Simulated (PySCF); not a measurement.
Species: o-benzoquinone, C₆H₄O₂.
SMILES with atom numbers: `[O:1]=[C:2]1[CH:3]=[CH:4][CH:5]=[CH:6][C:7]1=[O:8]` (hydrogens: H9 on C3; H10 on C4; H11 on C5; H12 on C6)

The same species was optimised twice, with GFN2-xTB and with PBE0-D3(BJ)/def2-SVP (PySCF), and the same property calculations (PySCF, gas phase) were run on both structures.

| coordinate | GFN2-xTB | PBE0-D3(BJ)/def2-SVP | change |
| --- | --- | --- | --- |
| C4–C5 (Å) | 1.441 | 1.460 | +0.019 |
| C2–C7 (Å) | 1.543 | 1.553 | +0.010 |
| C6–C7 (Å) | 1.465 | 1.472 | +0.007 |
| C2–C3 (Å) | 1.465 | 1.472 | +0.007 |
| C5=C6 (Å) | 1.342 | 1.349 | +0.007 |
| C3=C4 (Å) | 1.342 | 1.349 | +0.007 |
| C7=O8 (Å) | 1.210 | 1.208 | -0.002 |
| O1=C2 (Å) | 1.210 | 1.208 | -0.002 |
| C5–C6–C7 (°) | 121.8 | 120.4 | -1.4 |
| C2–C3–C4 (°) | 121.8 | 120.5 | -1.3 |
| C2–C7–C6 (°) | 116.5 | 117.3 | +0.8 |
| O1–C2–C7 (°) | 120.4 | 119.7 | -0.7 |
| C2–C7–O8 (°) | 120.4 | 119.7 | -0.7 |
| C3–C2–C7 (°) | 116.5 | 117.2 | +0.7 |
| C4–C5–C6 (°) | 121.7 | 122.3 | +0.6 |
| C3–C4–C5 (°) | 121.7 | 122.2 | +0.5 |

Rotational constants: A = 3315, B = 2447, C = 1408 MHz (GFN2-xTB) against A = 3276, B = 2444, C = 1400 MHz (PBE0-D3(BJ)/def2-SVP). Point groups within 0.08 Å: C2v and C2v.

On the GFN2-xTB structure: lowest singlet, TDDFT (eV) 2.04 [CAM-B3LYP/def2-SVPD]; lowest triplet, Tamm–Dancoff (eV) 1.58 [CAM-B3LYP/def2-SVPD]; isotropic polarisability (au) 73.2 [CAM-B3LYP/def2-SVPD]; HOMO (eV) -8.98 [CAM-B3LYP/def2-SVPD]; LUMO (eV) -2.83 [CAM-B3LYP/def2-SVPD]; dipole (D) 5.88 [CAM-B3LYP/def2-SVPD]; HOMO (eV) -7.45 [PBE0/pcSseg-1]; LUMO (eV) -3.85 [PBE0/pcSseg-1]; dipole (D) 5.45 [PBE0/pcSseg-1]; GIAO shielding of O1/O8 (mean) (ppm) -445.9 [PBE0/pcSseg-1]; GIAO shielding of C2/C7 (mean) (ppm) 1.7 [PBE0/pcSseg-1]; GIAO shielding of C3/C6 (mean) (ppm) 50.2 [PBE0/pcSseg-1]; GIAO shielding of C4/C5 (mean) (ppm) 43.3 [PBE0/pcSseg-1].

**Question.** What do these properties become on the PBE0-D3(BJ)/def2-SVP structure?

**Answer.** 
| property | level | on GFN2-xTB | on PBE0-D3(BJ)/def2-SVP | change |
| --- | --- | --- | --- | --- |
| lowest singlet, TDDFT (eV) | CAM-B3LYP/def2-SVPD | 2.04 | 2.10 | +0.06 |
| lowest triplet, Tamm–Dancoff (eV) | CAM-B3LYP/def2-SVPD | 1.58 | 1.64 | +0.06 |
| isotropic polarisability (au) | CAM-B3LYP/def2-SVPD | 73.2 | 73.9 | +0.7 |
| HOMO (eV) | CAM-B3LYP/def2-SVPD | -8.98 | -8.96 | +0.02 |
| LUMO (eV) | CAM-B3LYP/def2-SVPD | -2.83 | -2.76 | +0.07 |
| dipole (D) | CAM-B3LYP/def2-SVPD | 5.88 | 5.87 | -0.01 |
| energy, GFN2-xTB geometry as zero (kcal/mol) | CAM-B3LYP/def2-SVPD | 0.0 | -0.6 | -0.6 |
| HOMO (eV) | PBE0/pcSseg-1 | -7.45 | -7.43 | +0.02 |
| LUMO (eV) | PBE0/pcSseg-1 | -3.85 | -3.79 | +0.06 |
| dipole (D) | PBE0/pcSseg-1 | 5.45 | 5.45 | 0.00 |
| energy, GFN2-xTB geometry as zero (kcal/mol) | PBE0/pcSseg-1 | 0.0 | -0.4 | -0.4 |
| GIAO shielding of O1/O8 (mean) (ppm) | PBE0/pcSseg-1 | -445.9 | -428.5 | +17.4 |
| GIAO shielding of C2/C7 (mean) (ppm) | PBE0/pcSseg-1 | 1.7 | 2.8 | +1.1 |
| GIAO shielding of C3/C6 (mean) (ppm) | PBE0/pcSseg-1 | 50.2 | 47.1 | -3.1 |
| GIAO shielding of C4/C5 (mean) (ppm) | PBE0/pcSseg-1 | 43.3 | 40.3 | -3.0 |

The heavy atoms differ by 0.014 Å rms after alignment. Among bonds between heavy atoms C4–C5 changes most (+0.019 Å). Changes are differences of the printed values. Neither structure is proved a minimum here.
